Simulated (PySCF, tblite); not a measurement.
Isomers of C5H13ClSi2. Calculated harmonic vibrations of the isolated species, GFN2-xTB (tblite), most abundant isotopes, no scaling. Errors from tens to a few hundred cm⁻¹ against measured bands are possible. Modes of hydrogen on silicon can be 10 to 20 % off. One conformer each.

Electronic energies: PBE0/pcSseg-1 single points on the GFN2-xTB geometries (PySCF, gas phase).

```tsv
SMILES	electronic energy, lowest = 0 (kcal/mol)
[SiH3]C[Si@@H](Cl)CC1CC1	0.0
C=C[SiH2][C@@](C)(Cl)C[SiH3]	41.8
CC[C@@H]1[SiH2]C[Si@@H]1CCl	18.9
```

How do GFN2-xTB zero-point energies change the relative energies?

```csv
SMILES,ZPE (kcal/mol),of it from modes above 1550 cm⁻¹,electronic (kcal/mol),"with ZPE, lowest = 0 (kcal/mol)",lowest mode (cm⁻¹),rings
[SiH3]C[Si@@H](Cl)CC1CC1,100.3,51.9,0.0,0.0,34,1
CC[C@@H]1[SiH2]C[Si@@H]1CCl,101.5,52.5,18.9,20.2,35,1
C=C[SiH2][C@@](C)(Cl)C[SiH3],97.0,53.0,41.8,38.5,18,0
```

The zero-point energies span 4.5 kcal/mol, from `C=C[SiH2][C@@](C)(Cl)C[SiH3]` to `CC[C@@H]1[SiH2]C[Si@@H]1CCl`. The order is unchanged.

And how do the electronic energies of GFN2-xTB itself compare?

`[SiH3]C[Si@@H](Cl)CC1CC1` 0.0; `CC[C@@H]1[SiH2]C[Si@@H]1CCl` 36.0; `C=C[SiH2][C@@](C)(Cl)C[SiH3]` 34.7 kcal/mol, lowest = 0. Against the energies above, taken from the same isomer `[SiH3]C[Si@@H](Cl)CC1CC1`, the largest difference is 17.1 kcal/mol.
